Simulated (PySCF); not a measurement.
# How methods differ on the excitation energy of Rh

Rh [Kr] 4d8 5s1 (4F) → Rh [Kr] 4d9 (2D), as a difference of total energies. Computed with PySCF 2.14 in ANO-RCC-VTZP, with the spin-free X2C one-electron Hamiltonian (Gaussian nucleus). Correlated levels: valence: [Kr] frozen. The calculations carry no spin-orbit coupling.

Task: Order these methods by the excitation energy they give, lowest first.
A. UHF
B. CCSD(T) (valence)
C. MP2 (valence)
D. SCS-MP2 (valence)

Result: D (0.208 eV), C (0.279 eV), B (0.509 eV), A (1.633 eV).

Errors of the correlated levels include the incompleteness of this basis and the frozen core.

The coupled-cluster amplitudes are large for the upper state (T1 above 0.03 or a double amplitude above 0.15), so a single reference is strained.

For comparison: 0.342 eV (measured; NIST levels, between the centres of gravity of the two terms).
